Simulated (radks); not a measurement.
Question: These are the eigenvalues of the occupied orbitals of an atom or ion with whole-number occupations (eV). Calculated with a radial shooting solver on a logarithmic mesh with Libxc functionals: scalar-relativistic Kohn-Sham, PBEsol, spin-polarised, spherical densities, point nucleus.

| orbital | eigenvalue |
|---|---|
| 1s down | -50082.93 |
| 1s up | -50082.93 |
| 2s up | -8268.730 |
| 2s down | -8268.634 |
| 2p up | -7358.792 |
| 2p down | -7358.722 |
| 3s up | -1833.182 |
| 3s down | -1830.508 |
| 3p up | -1551.340 |
| 3p down | -1548.679 |
| 3d up | -1178.911 |
| 3d down | -1176.849 |
| 4s up | -370.8173 |
| 4s down | -364.7144 |
| 4p up | -277.9118 |
| 4p down | -271.8559 |
| 4d up | -149.4383 |
| 4d down | -143.4472 |
| 5s up | -50.9200 |
| 5s down | -47.5428 |
| 5p up | -28.1890 |
| 5p down | -25.5450 |
| 4f up | -10.4702 |
| 6s up | -4.3766 |
| 6s down | -3.7725 |
| 5d up | -2.9870 |

Which element is it, and in what charge state? The configuration may be excited. Open shells, if any, are filled with parallel spins first.

Answer: Z = 64, gadolinium, charge 0: Gd in [Xe] 4f7 5d1 6s2. The list shows which subshells hold electrons but not how many an open one holds; the 1s level, -1840.5 hartree, gives Z - s = 60.7 by -(Z - s)^2/2, which with screening and relativity narrows Z to a few neighbours, and the depths of the outer levels then fix element, charge and occupations together.
